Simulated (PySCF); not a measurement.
## GeBr⁺ from Hartree–Fock to correlated methods

State: ¹Σ⁺ (singlet), closed shell. Set-up: PySCF, no relativity, basis sets Ge pcseg-1, Br pcseg-1. De refers to Ge⁺ + Br in their high-spin ground configurations, without counterpoise correction. A positive dipole points towards Br; it is taken about the centre of mass and depends on that origin.

| Level | Re (Å) | ωe (cm⁻¹) | De (eV) | μ (D) |
| --- | --- | --- | --- | --- |
| RHF | 2.228 | 372 | 2.63 | -4.22 |
| RHF-MP2 | 2.242 | 367 | 3.94 | n/a |
| RHF-SCS-MP2 | 2.244 | 365 | 3.78 | n/a |
| RHF-CCSD | 2.246 | 363 | 3.69 | n/a |
| RHF-CCSD(T) | 2.253 | 356 | 3.84 | n/a |
| PBE | 2.257 | 347 | 4.49 | -3.45 |
| r²SCAN | 2.235 | 360 | 4.36 | -3.49 |
| TPSSh | 2.242 | 356 | 4.26 | -3.61 |
| r²SCANh | 2.229 | 365 | 4.25 | -3.56 |
| PBE0 | 2.232 | 364 | 4.19 | -3.65 |
| B97-3 | 2.245 | 359 | 4.08 | -3.86 |
| HSE06 | 2.235 | 362 | 4.23 | -3.64 |

Task: Which functional lies closest to RHF-CCSD(T) in De, which farthest, and by how much do they differ from it?

Result: Closest is B97-3 (-0.8 pm in Re, +0.8 % in ωe, +0.24 eV in De against RHF-CCSD(T) in the same basis), farthest PBE (+0.4 pm in Re, -2.5 % in ωe, +0.65 eV in De). CCSD(T) converges more slowly with the basis than the functionals do and binds too weakly in this one, so the order can change at the basis-set limit.

Task: What does a quarter of exact exchange do here, going from PBE to PBE0?

Result: PBE0 less PBE: -2.5 pm in Re, +4.9 % in ωe, -0.30 eV in De. Exact exchange removes part of the self-interaction that spreads semilocal densities, and in most molecules shortens and stiffens the bond and lowers De; so it does here.

Task: What does second-order correlation do here, going from RHF to RHF-MP2?

Result: RHF-MP2 less RHF: +1.4 pm in Re, -1.3 % in ωe, +1.31 eV in De. Correlation nearly always deepens the well. The bond lengthens, as in strong covalent bonds, where excitations into antibonding orbitals dominate.

Correlated steps freeze 18 core orbitals. Correlated levels converge slowly with the basis: in double zeta they bind strong bonds too weakly, by up to about 1 eV, and carry superposition errors of some tenths. For an ion De counts to the pair picked by the measured ionisation energies or electron affinities, which need not be the lowest pair at this level. Where the molecule has an RHF reference, its open-shell atoms are computed with UHF.
